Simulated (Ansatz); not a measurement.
Basis sets compared for Mg₂F₄ (the lowest singlet isomer of a short search). Total charge 0; singlet. Geometry PBE0-D4/def2-SVP. Ansatz on 4 threads of Arm Neoverse V2 on a shared host; times are rough, and most runs start from earlier orbitals.

```xyz
6

Mg    0.574   -0.550   -1.212
Mg   -0.569    0.555    1.212
F    -1.276    1.216    2.681
F     1.259   -1.231   -2.682
F    -0.767    0.691   -0.677
F     0.777   -0.682    0.677
```

The structure comes from a short search, and lower isomers may exist.

Binding counts from free atoms (Mg singlet, F doublet) in the same basis, without a counterpoise term.

| level | functions | energy (Eh) | HOMO (eV) | LUMO (eV) | binding per atom (eV) | wall time |
| --- | --- | --- | --- | --- | --- | --- |
| PBE-D4/def2-SVP | 92 | -798.8104 | -7.87 | -2.60 | 4.12 | 0.6 s |
| PBE-D4/def2-TZVP | 188 | -799.4398 | -8.04 | -2.68 | 3.98 | 1.2 s |
| r2SCAN-D4/def2-TZVP | 188 | -799.8576 | -8.42 | -2.14 | 3.99 | 2.3 s |
| PBE0-D4/def2-SVP | 92 | -798.8457 | -9.84 | -1.86 | 3.95 | 0.85 s |
| PBE0-D4/def2-TZVP | 188 | -799.4722 | -9.97 | -1.92 | 3.84 | 1.6 s |

(1) Estimate the rows for PBE-D4/def2-TZVPD, r2SCAN-D4/def2-TZVPD, PBE0-D4/def2-TZVPD.

Results:

(1) 
```csv
level,functions,energy (Eh),HOMO (eV),LUMO (eV),binding per atom (eV),wall time
PBE-D4/def2-TZVPD,230,-799.4465,-8.04,-2.65,3.98,1.8 s
r2SCAN-D4/def2-TZVPD,230,-799.8643,-8.41,-2.08,4.01,3.3 s
PBE0-D4/def2-TZVPD,230,-799.4789,-9.97,-1.88,3.85,2.6 s
```
